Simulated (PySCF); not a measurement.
Compound: C8H6Cl (doublet state).
Bonds: C1–C2, C2–C3 (triple), C3–C4, C4–C5 (double), C5–C6, C6–C7, C7–Cl8, C7–C9 (double), C4–C9. Hydrogens: H10, H11, H12 on C1; H13 on C5; H14 on C6; H15 on C9.

Identity: `C1=C(Cl)[CH]C=C1C#CC` [radical].

Level of theory: UKS B3LYP, pcH-1 on C Cl H, non-relativistic, mean-field spin-orbit, GIAO (PySCF). Geometry: GFN2-xTB; no solvent, vibrations or thermal averaging. The geometry wasn't refined by DFT: couplings that depend on bond lengths, twists or pyramidal angles can differ widely from those at the functional's own minimum. No stability test was run, so a lower SCF solution isn't excluded.

Q: Where do the isotropic ENDOR lines of H10/H11/H12, H14, H15, H13 and Cl8 fall at 3361.8 mT, to first order?

A: For S = 1/2 in fast tumbling each set of equivalent nuclei gives two lines, ν± = |νn ± a/2| to first order, with νn = g_N μN B/h and μN/h = 7.62259 MHz/T.

| nuclei | isotope | g_N | νn (MHz) | a_iso (MHz) | lower line (MHz) | upper line (MHz) |
| --- | --- | --- | --- | --- | --- | --- |
| H10/H11/H12 | 1H | 5.5857 | 143.14 | 27.47 | 129.40 | 156.87 |
| H14 | 1H | 5.5857 | 143.14 | -9.15 | 138.56 | 147.71 |
| H15 | 1H | 5.5857 | 143.14 | 7.35 | 139.46 | 146.81 |
| H13 | 1H | 5.5857 | 143.14 | -6.88 | 139.70 | 146.58 |
| Cl8 | 35Cl | 0.5479 | 14.04 | 3.89 | 12.10 | 15.99 |

Q: Which pairs are centred on the nuclear Larmor frequency, and which on half the coupling?

A: Centred on νn, since |a| < 2νn: H10/H11/H12, H14, H15, H13 and Cl8. No pair has |a| > 2νn.

Means are taken over nuclei equivalent by connectivity, which assumes that they swap fast. The three 1H nuclei of mean +27.5 MHz run from 9.5 to 50.3 MHz in the frozen geometry.

Main isotope only: 35Cl (natural samples also hold 24 % 37Cl, magnetic too, which adds its own pattern).

On Arm Neoverse V1, one thread, on a shared host, this took 1.8 min (with the writing of density and orbital grids) and 0.98 GiB of memory at its peak.

The SMILES draws the unpaired electron on C6; the largest computed Mulliken spin population is on C4 (0.42 against 0.10).
